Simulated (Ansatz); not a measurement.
Total energies of `CC1=[N+](C)[B-](C)(Cl)N1C`.

Cartesian coordinates in Å:
```
C -1.753 -1.209 -0.818
C -0.719 -0.347 -0.200
N 0.036 -0.598 0.855
C 0.318 -1.841 1.496
B 0.756 0.793 0.620
C 2.291 0.733 0.234
Cl 0.346 2.035 1.926
N -0.290 0.847 -0.570
C -0.916 1.858 -1.359
H -2.421 -1.607 -0.053
H -1.280 -2.054 -1.326
H -2.340 -0.655 -1.549
H -0.488 -2.560 1.327
H 0.415 -1.688 2.572
H 1.253 -2.284 1.133
H 2.902 0.462 1.100
H 2.649 1.706 -0.114
H 2.485 0.002 -0.558
H -0.208 2.271 -2.083
H -1.265 2.677 -0.722
H -1.770 1.459 -1.911
```

Charge 0, multiplicity 1. The geometry is a stationary point of PBE0-D4/def2-TZVP. Basis def2-TZVPP, Ansatz.

RPA on PBE orbitals: Hartree–Fock energy of these orbitals -789.52869 Eh, correlation -2.55723 Eh (frozen core).

```json
{"functional": "r2SCANh", "energy without D4 (Eh)": "-792.29164", "D4 term (kJ/mol)": "-16.8"}
{"functional": "B2PLYP", "energy without D4 (Eh)": "-792.10517", "D4 term (kJ/mol)": "–"}
```

Task: Give the same for LDA (SPW92), PBE, revPBE, BLYP, r2SCAN, B97M-V, PBE0, B3LYP, r2SCAN0, HSE06 (plane-wave form), BHLYP, CAM-B3LYP, LC-ωPBE, ωB97X-V, ωB97M-V, PBE-QIDH. (An estimate is asked.)

Result: Ansatz gave: 
```tsv
functional	energy without D4 (Eh)	D4 term (kJ/mol)
LDA (SPW92)	-788.03404	–
PBE	-791.90098	-56.8
revPBE	-792.34310	-173.1
BLYP	-792.36427	-122.1
r2SCAN	-792.30656	-16.0
B97M-V	-792.42002	–
PBE0	-791.98221	-48.8
B3LYP	-792.55949	-89.6
r2SCAN0	-792.27113	-18.3
HSE06 (plane-wave form)	-791.95508	-45.4
BHLYP	-792.32711	-64.8
CAM-B3LYP	-792.36715	-49.5
LC-ωPBE	-792.19758	–
ωB97X-V	-792.37676	–
ωB97M-V	-792.35786	–
PBE-QIDH	-791.85401	–
```

B3LYP takes the VWN-RPA correlation (the form of Gaussian; ORCA's B3LYP/G). HSE06 is the plane-wave form, built on full-range PBE exchange. The double hybrids freeze the cores in their second-order part.

LC-ωPBE has ω = 0.4 bohr⁻¹.
